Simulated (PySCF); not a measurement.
These 2 structures share the formula C4H8OP2. Theory: PySCF, PBE0-D3(BJ)/def2-SVP geometry optimisation, gas phase. Energies are electronic, without zero-point or thermal terms, for one conformer each. No frequencies were run at this level. Point groups hold within 0.08 Å.

Question: Rank from lowest to highest electronic energy at this level (kcal/mol).
A. `[CH2:1]=[CH:2][C@@H:3]1[CH2:4][P@@:5]1(=[O:6])[PH2:7]` with C1–C2–C3–C4 -143°, C4–P5–P7–H 161° and -105°
B. `[CH3:1][P:2]([C:3]#[C:4][PH2:5])[CH2:6][OH:7]` with C1–P2–C6–O7 72°, P2–C6–O7–H 64°

Answer: A (0.0), B (21.1).

As drawn, the lower has a three-membered ring, a P=O bond and a C=C bond outside aromatic rings, which the higher lacks; the higher has a C≡C bond and an O–H bond, which the lower lacks.

```csv
SMILES,E (Eh),E rel (kcal/mol),dipole (D),point group,"A, B, C (MHz)"
C=C[C@@H]1C[P@@]1(=O)P,-914.21833,0.0,2.91,C1,"3118, 1069, 970.5"
CP(C#CP)CO,-914.18469,21.1,0.89,C1,"4216, 639.1, 588.7"
```

Question: How do the relative energies change in single points at PBE0/pcSseg-1 (no added dispersion term) on the same geometries?

Answer: 
| SMILES | PBE0-D3(BJ)/def2-SVP (kcal/mol) | PBE0/pcSseg-1 (kcal/mol) | shift |
| --- | --- | --- | --- |
| C=C[C@@H]1C[P@@]1(=O)P | 0.0 | 0.0 | 0.0 |
| CP(C#CP)CO | 21.1 | 21.1 | 0.0 |

Each column counts from its own lowest isomer. The order is unchanged; the largest shift is 0.0 kcal/mol.
